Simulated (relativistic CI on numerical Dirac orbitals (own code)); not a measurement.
Crystal-field levels of Au2+, 5d9

Calculated by Dirac-Coulomb-Breit CI, orbitals from a KLI potential per configuration, model QED, valence Slater integrals scaled by 0.85, one configuration in a parametric crystal field (own radial code).

Field parameters in Wybourne normalisation: Oh B⁴₀ = 21Dq, B⁴₄ = √(5/14) B⁴₀. The field is a parameter set, without covalency.

S and J are read from ⟨S²⟩ = S(S + 1) and ⟨J²⟩ = J(J + 1) of each level; they are not fictitious spins.

Oh, 10Dq = 5500 cm⁻¹, the lowest 3 levels:

```tsv
E (cm⁻¹)	Degeneracy	Irrep	S	J
0.0	4	Γ8	0.50	2.47
3829	2	Γ7	0.50	2.50
14241	4	Γ8	0.50	1.55
```

Oh, 10Dq = 40900 cm⁻¹, the lowest 3 levels:

```csv
E (cm⁻¹),Degeneracy,Irrep,S,J
0.0,4,Γ8,0.50,2.26
36861,2,Γ7,0.50,2.50
44905,4,Γ8,0.50,1.82
```

The free-ion ground term has S = 1/2. Every field shown keeps that spin.

Levels of this model without a field, named by their leading LS term: 2D_5/2 0, 2D_3/2 12082 cm⁻¹.
